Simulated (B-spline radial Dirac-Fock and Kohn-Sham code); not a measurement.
Electron momentum distribution of Re⁴⁴⁺: Compton profiles

System: the Re⁴⁴⁺ ion in the configuration [Ar] 3d10 4s2 4p1.

These are calculated numbers from a radial B-spline solver; the model is the impulse approximation on Dirac-Fock orbitals of the configuration average with a finite nucleus. pz is in atomic units of momentum; subshell profiles are per electron, for a selection of subshells; open shells are spread over both j values by their weights.

```
  pz   J total   J 2s1/2   J 2p1/2   J 4s1/2   J 4p3/2
   0     1.289    0.0353    0.0173     0.130    0.0861
0.42     1.283    0.0353    0.0173     0.127    0.0861
 0.6     1.278    0.0353    0.0173     0.125    0.0861
0.86     1.267    0.0352    0.0173     0.121    0.0860
 1.2     1.247    0.0351    0.0173     0.113    0.0857
 1.8     1.201    0.0348    0.0173    0.0945    0.0839
 2.5     1.136    0.0342    0.0173    0.0710    0.0789
 3.6     1.029    0.0331    0.0173    0.0398    0.0639
 5.1    0.9050    0.0309    0.0172    0.0201    0.0367
 7.4    0.7580    0.0267    0.0171    0.0174    0.0119
  11    0.5332    0.0193    0.0164   0.00767   0.00863
  15    0.3378    0.0118    0.0148   0.00211   0.00401
  22    0.1614   0.00394    0.0109   0.00153  0.000661
  31   0.07162   0.00112   0.00614  0.000316  0.000551
  44   0.02808  0.000870   0.00228  6.25e-05  0.000213
  63   0.01013  0.000627  0.000548  5.15e-05  3.89e-05
  90  0.003353  0.000255  9.91e-05  2.14e-05  4.81e-06
```

J(0) = 1.289. The 4s1/2 subshell gives the largest part, 20 %.

Mean momentum ⟨p⟩ by subshell (a.u.): 1s1/2 78.6, 2s1/2 28.2, 2p1/2 37.1, 2p3/2 32.7, 3s1/2 14.6, 3p1/2 17.3, 3p3/2 16.0, 3d3/2 19.2, 3d5/2 18.7, 4s1/2 9.03, 4p1/2 10.1, 4p3/2 9.70.
